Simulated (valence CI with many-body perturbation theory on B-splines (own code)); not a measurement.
E1 transitions of Dy LI

Calculated by relativistic CI+MBPT: six valence electrons over a frozen Dirac-Fock core [Ne], radial functions for each j: 9 s, 9 p, 8 d, 6 f, 3 g, 1 h, with the one-electron correlation potential Σ1 (screened to all orders), the two-electron term Σ2, the three-electron term Σ3, Breit, model QED; selected single and double excitations, second order for the rest, scaled by the run's own slope (own B-spline code, finite nucleus).

The last digits are not significant, and no measured levels were compared; by estimate large intervals hold to a few tenths of a per cent, small ones and those within an open d or f shell to about a per cent. Among the levels kept, up to 1100 cm⁻¹ of a level comes from second order outside the variational space, and about a tenth of that is noise between levels of different J, which matters for small intervals.

Lines 51 to 100 of 168 in falling wavelength, among levels below 3984.5 × 10³ cm⁻¹, chosen from the strongest by gf and those to the six lowest levels. Wavelengths and rates use the calculated energies. Electric multipoles are in the length gauge with retardation, E1 and E2 with the static RPA response of the core. Weak lines are less certain than strong ones. Lines between different terms over intervals too small for the method are left out, as are lines whose strength nearly cancels. The highest levels of a list are the least certain.

Levels are named by their leading jj configuration (3d3/2^4 stands for four electrons in 3d with j = 3/2), which in mixed levels can hold well under half, so a name can repeat and another be missing. Letters in brackets count levels of one name in rising energy.

```tsv
λ vac (nm)	Upper	Lower	A (s⁻¹)	log gf	Branch %
21.74	(3s^2 3p1/2^2 3p3/2 3d5/2) J=2	(3s^2 3p1/2 3p3/2^3) J=1	8.57e+06	-3.52	0.0
21.28	(3s^2 3p1/2^2 3d3/2^2) J=2	(3s 3p1/2^2 3p3/2^3) J=2	5.59e+05	-4.72	0.0
21.04	(3s^2 3p1/2^2 3d3/2 3d5/2) J=1	(3s^2 3p1/2 3p3/2^2 3d3/2) J=2 [b]	3.42e+05	-5.17	0.0
20.72	(3s^2 3p1/2^2 3d3/2^2) J=0	(3s 3p1/2^2 3p3/2^3) J=1	4.07e+06	-4.58	0.0
19.17	(3s^2 3p1/2^2 3d3/2 3d5/2) J=3	(3s^2 3p1/2 3p3/2^2 3d3/2) J=3 [a]	8.06e+06	-3.51	0.0
18.66	(3s^2 3p1/2^2 3p3/2 3d5/2) J=3	(3s^2 3p1/2 3p3/2^3) J=2	3.55e+04	-5.89	0.0
18.53	(3s^2 3p1/2 3p3/2^2 3d5/2) J=2 [b]	(3s^2 3p1/2^2 3d3/2^2) J=2	4.35e+05	-4.95	0.0
17.88	(3s^2 3p1/2 3p3/2^2 3d5/2) J=1 [b]	(3s^2 3p3/2^4) J=0	1.12e+07	-3.79	0.0
17.44	(3s^2 3p1/2^2 3d3/2 3d5/2) J=4	(3s^2 3p1/2 3p3/2^2 3d3/2) J=4	2.44e+07	-3.00	0.0
17.33	(3s^2 3p1/2^2 3d3/2 3d5/2) J=3	(3s^2 3p1/2 3p3/2^2 3d3/2) J=2 [a]	3.34e+06	-3.98	0.0
16.73	(3s^2 3p1/2 3p3/2^2 3d5/2) J=3 [c]	(3s^2 3p1/2^2 3d3/2^2) J=2	3.26e+06	-4.02	0.0
16.70	(3s^2 3p1/2^2 3d3/2 3d5/2) J=2	(3s^2 3p1/2 3p3/2^2 3d3/2) J=3 [a]	7.55e+05	-4.80	0.0
16.40	(3s^2 3p1/2^2 3p3/2 3d5/2) J=1	(3s^2 3p1/2 3p3/2^3) J=2	1.88e+07	-3.64	0.0
15.72	(3s^2 3p1/2^2 3d3/2 3d5/2) J=4	(3s^2 3p1/2 3p3/2^2 3d3/2) J=3 [a]	3.31e+06	-3.96	0.0
15.61	(3s^2 3p1/2^2 3d3/2 3d5/2) J=2	(3s^2 3p1/2 3p3/2^2 3d3/2) J=1 [a]	1.13e+07	-3.69	0.0
15.28	(3s^2 3p1/2^2 3d3/2 3d5/2) J=2	(3s^2 3p1/2 3p3/2^2 3d3/2) J=2 [a]	2.10e+07	-3.43	0.0
14.99	(3s^2 3p1/2^2 3d3/2 3d5/2) J=1	(3s^2 3p1/2 3p3/2^2 3d3/2) J=1 [a]	4.53e+07	-3.34	0.0
14.86	(3s^2 3p1/2^2 3d3/2 3d5/2) J=1	(3s^2 3p1/2 3p3/2^2 3d3/2) J=0	2.78e+07	-3.56	0.0
14.73	(3s^2 3p1/2^2 3p3/2 3d5/2) J=1	(3s^2 3p1/2 3p3/2^3) J=1	1.02e+06	-5.00	0.0
14.69	(3s^2 3p1/2^2 3d3/2 3d5/2) J=1	(3s^2 3p1/2 3p3/2^2 3d3/2) J=2 [a]	7.10e+06	-4.16	0.0
12.12	(3s^2 3p1/2^2 3d3/2 3d5/2) J=2	(3s 3p1/2^2 3p3/2^3) J=1	5.01e+06	-4.26	0.0
11.74	(3s^2 3p1/2^2 3d3/2 3d5/2) J=1	(3s 3p1/2^2 3p3/2^3) J=1	7.03e+05	-5.36	0.0
11.17	(3s^2 3p1/2^2 3d3/2 3d5/2) J=3	(3s 3p1/2^2 3p3/2^3) J=2	7.13e+05	-5.03	0.0
10.28	(3s^2 3p1/2^2 3d3/2 3d5/2) J=2	(3s 3p1/2^2 3p3/2^3) J=2	5.82e+05	-5.34	0.0
10.01	(3s^2 3p1/2^2 3d3/2 3d5/2) J=1	(3s 3p1/2^2 3p3/2^3) J=2	5.44e+07	-3.61	0.0
9.509	(3s^2 3p3/2^4) J=0	(3s^2 3p1/2^2 3p3/2 3d5/2) J=1	6.87e+06	-5.03	3.1
8.979	(3s^2 3p1/2^2 3d3/2^2) J=2	(3s^2 3p1/2^2 3p3/2 3d5/2) J=3	1.95e+08	-2.93	1.1
8.476	(3s 3p1/2^2 3p3/2^3) J=2	(3s^2 3p1/2 3p3/2^3) J=2	8.28e+09	-1.35	2.1
8.333	(3s^2 3p1/2^2 3d3/2^2) J=0	(3s^2 3p1/2^2 3p3/2 3d5/2) J=1	3.76e+07	-4.41	0.1
8.008	(3s 3p1/2^2 3p3/2^3) J=2	(3s^2 3p1/2 3p3/2^3) J=1	1.15e+10	-1.26	3.0
7.945	(3s^2 3p1/2^2 3d3/2^2) J=2	(3s^2 3p1/2^2 3p3/2 3d5/2) J=2	1.33e+08	-3.20	0.7
7.534	(3s 3p1/2^2 3p3/2^3) J=1	(3s^2 3p1/2 3p3/2^3) J=2	2.28e+10	-1.23	4.6
7.162	(3s 3p1/2^2 3p3/2^3) J=1	(3s^2 3p1/2 3p3/2^3) J=1	6.72e+09	-1.81	1.4
6.675	(3s^2 3p1/2 3p3/2^2 3d3/2) J=2 [a]	(3s^2 3p1/2 3p3/2^3) J=2	1.16e+09	-2.41	16.6
6.615	(3s^2 3p1/2 3p3/2^2 3d3/2) J=1 [a]	(3s^2 3p1/2 3p3/2^3) J=2	1.03e+10	-1.69	7.8
6.496	(3s^2 3p1/2^2 3d3/2 3d5/2) J=3	(3s^2 3p1/2^2 3p3/2 3d5/2) J=3	3.19e+09	-1.85	2.5
6.482	(3s^2 3p1/2^2 3d3/2 3d5/2) J=2	(3s^2 3p1/2^2 3p3/2 3d5/2) J=1	6.00e+09	-1.72	4.1
6.456	(3s^2 3p1/2^2 3p3/2 3d3/2) J=1	(3s^2 3p1/2^2 3p3/2^2) J=0	2.98e+09	-2.25	24.7
6.436	(3s^2 3p1/2 3p3/2^2 3d3/2) J=3 [a]	(3s^2 3p1/2 3p3/2^3) J=2	1.01e+09	-2.36	5.1
6.381	(3s^2 3p1/2 3p3/2^2 3d3/2) J=2 [a]	(3s^2 3p1/2 3p3/2^3) J=1	1.53e+08	-3.33	2.2
6.373	(3s^2 3p1/2^2 3d3/2 3d5/2) J=1	(3s^2 3p1/2^2 3p3/2 3d5/2) J=1	1.36e+09	-2.60	0.9
6.350	(3s^2 3p1/2 3p3/2^2 3d3/2) J=0	(3s^2 3p1/2 3p3/2^3) J=1	7.62e+09	-2.34	99.1
6.326	(3s^2 3p1/2 3p3/2^2 3d3/2) J=1 [a]	(3s^2 3p1/2 3p3/2^3) J=1	2.61e+08	-3.33	0.2
6.186	(3s^2 3p1/2^2 3d3/2 3d5/2) J=2	(3s^2 3p1/2^2 3p3/2 3d5/2) J=3	2.49e+09	-2.15	1.7
6.131	(3s^2 3p1/2^2 3p3/2 3d3/2) J=2	(3s^2 3p1/2^2 3p3/2^2) J=2	5.66e+09	-1.80	100.0
6.111	(3s^2 3p1/2^2 3d3/2^2) J=2	(3s^2 3p1/2^2 3p3/2 3d3/2) J=3	4.87e+09	-1.87	26.5
6.086	(3s^2 3p1/2^2 3d3/2^2) J=2	(3s^2 3p1/2^2 3p3/2 3d3/2) J=1	7.40e+09	-1.69	40.3
6.046	(3s^2 3p1/2^2 3d3/2 3d5/2) J=4	(3s^2 3p1/2^2 3p3/2 3d5/2) J=3	3.62e+09	-1.75	2.1
6.043	(3s^2 3p3/2^4) J=0	(3s^2 3p1/2^2 3p3/2 3d3/2) J=1	2.24e+07	-4.91	10.1
5.937	(3s^2 3p1/2^2 3d3/2 3d5/2) J=3	(3s^2 3p1/2^2 3p3/2 3d5/2) J=2	5.46e+09	-1.70	4.3
```

Question: How does gf follow from A for the line at 9.509 nm?

Answer: gf = 1.4992 × (2J+1)_upper × A / σ², with σ = 1051665 cm⁻¹ and 2J+1 = 1: gf = 9.31e-06.
